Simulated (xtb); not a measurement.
xtb input (GFN2-xTB):

```bash
xtb mol.xyz --gfn 2 --ohess tight --chrg -1 --uhf 0
```
mol.xyz:
```
17

C      2.47879121    -0.47240971    -0.35858570
C      1.65942998    -0.31151233     0.91632105
C      0.30308600    -0.09479456     0.98902513
C     -0.68520606     0.15512496    -0.13577606
C     -1.32941963     1.55050065     0.02637664
C     -1.76192401    -0.92288869    -0.07188644
H      1.82967385    -0.33307042    -1.22902444
H      3.21022423     0.32314887    -0.33237465
H      2.91240015    -1.41619070    -0.40263685
H      2.18847682    -0.47914269     1.84951468
H     -0.17688400     0.08514339    -1.05472591
H     -1.99065806     1.70957257    -0.82498572
H     -1.87807485     1.63379949     0.90299714
H     -0.55275847     2.30967488    -0.08662494
H     -2.47184237    -0.78125255    -0.87230009
H     -1.35228692    -1.90947996    -0.15720651
H     -2.31025020    -0.90165926     0.91187515
```

End of the output:

```
         :::::::::::::::::::::::::::::::::::::::::::::::::::::
         ::                  THERMODYNAMIC                  ::
         :::::::::::::::::::::::::::::::::::::::::::::::::::::
         :: total free energy         -18.404115520272 Eh   ::
         ::.................................................::
         :: total energy              -18.518812502207 Eh   ::
         :: zero point energy           0.145712435404 Eh   ::
         :: G(RRHO) w/o ZPVE           -0.031015453470 Eh   ::
         :: G(RRHO) contrib.            0.114696981934 Eh   ::
         :::::::::::::::::::::::::::::::::::::::::::::::::::::
imag cut-off (cm-1) :    5.00
 found            1  significant imaginary frequency
 writing imag mode distorted coords to xtbhess.xyz
 for further optimization.

optimized geometry written to: xtbopt.xyz

           -------------------------------------------------
          | TOTAL ENERGY              -18.518812502207 Eh   |
          | TOTAL ENTHALPY            -18.364715759489 Eh   |
          | TOTAL FREE ENERGY         -18.404115520272 Eh   |
          | GRADIENT NORM               0.000224017853 Eh/α |
          | HOMO-LUMO GAP               3.899459178801 eV   |
           -------------------------------------------------

------------------------------------------------------------------------
------------------------------------------------------------------------
 total:
 SCF:
 ANC optimizer:
 analytical hessian:
```

It need not be the lowest isomer of its formula. Whether it binds its extra electron was not tested at this geometry.
